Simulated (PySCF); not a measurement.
**Core-level binding energies of (H2B-mu-SH)3**

(H2B-mu-SH)3.
Structure used (PBE0-D3(BJ)/def2-SVP), in Å, numbered top down from 1:
```xyz
15
B3H9S3 angstrom
B      0.426   -1.322    1.017
H      0.805   -1.874    2.027
H      0.145   -2.012    0.065
S     -1.086   -0.188    1.504
B     -1.788    0.491   -0.186
H     -1.974   -0.421   -0.960
H     -2.741    1.196    0.064
S     -0.451    1.601   -1.020
B      1.233    0.685   -1.212
H      1.018   -0.228   -1.976
H      2.054    1.506   -1.559
S      1.776   -0.002    0.532
H     -1.991   -1.171    1.702
H     -0.187    2.528   -0.069
H      2.728   -0.865    0.115
```

The calculation used delta-SCF UKS SCAN, pcX-2 on the ionised atom, pcseg-1 elsewhere, spin-free X2C (PySCF 2.14.0). Each binding energy is the total energy of the core-ionised species, with the hole localised on one atom, minus that of the ground state; both are solved self-consistently, so orbital relaxation is included.

What binding energy does each computed site have?

| atom(s) | bonded to | level | binding energy (eV) | count |
| --- | --- | --- | --- | --- |
| B1/B5/B9 | 2 S and 2 H | B 1s | 195.25 | 3 |
| S4/S8/S12 | H and 2 B | S 1s | 2478.20 | 3 |

Which effective nuclear charge Zeff reproduces each element's mean 1s value in the hydrogen-like formula E = 13.606 eV × Zeff²?

B (Z = 5): mean 195.2 eV, Zeff = 3.79, Z − Zeff = 1.21; S (Z = 16): mean 2478.2 eV, Zeff = 13.50, Z − Zeff = 2.50. Means run over the listed sites, weighted by atom count.

One atom of each set of topologically equivalent atoms was ionised and stands for the set; in this conformer not all members are related by symmetry, and their own values weren't computed. Not every level is listed. One conformer (not necessarily the lowest) at the PBE0-D3(BJ)/def2-SVP geometry, without solvent, vibrations or thermal averaging.
